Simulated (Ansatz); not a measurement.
```yaml
crystal:
  periodic: [false, false, false]
  atoms:
    - {symbol: C, position_ang: [0.034461, 0.774681, 0.036230]}
    - {symbol: B, position_ang: [-0.103105, -0.732768, -0.064404]}
    - {symbol: I, position_ang: [1.535857, -1.919027, 0.694547]}
    - {symbol: I, position_ang: [-1.727350, -1.772930, -0.816256]}
    - {symbol: H, position_ang: [0.230679, 1.187990, 1.077396]}
    - {symbol: H, position_ang: [-0.858418, 1.326520, -0.422389]}
    - {symbol: H, position_ang: [0.966028, 1.138240, -0.580023]}
basis:
  gaussian: {orbitals: def2-SVP}
total_charge: 1
magnetization: {spin_polarized: true, initial_magnetization: 1}
hamiltonian: {xc: {name: HF}}
correlation: {active_space: {window: {electrons: 40, orbitals: 30}}}
accuracy: high
```

```sh
$ ansatz run in.yaml --threads 4 --pin off --events-out ev --progress --plain --max-ram 10444MiB
```

It prints (some lines left out):

```
Error: invalid value for `correlation.active_space`: it starts from restricted Hartree–Fock orbitals; set hamiltonian.xc: hf without magnetization.spin_polarized
```
